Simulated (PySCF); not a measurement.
Br₂. Atoms are numbered in the order given.

```xyz
2

Br     0.0000     0.0000    -1.1407
Br     0.0000     0.0000     1.1407
```

Geometry: PBE0-D3(BJ)/def2-TZVP.

Level of theory: PBE0-D3(BJ)/def2-TZVP run with PySCF.

Frequencies are harmonic and unscaled.

```
mode  ν (cm⁻¹)  IR (km/mol)  moving atoms (share of kinetic energy)
----  --------  -----------  --------------------------------------
1          334          0.0                                Br 100 %
```
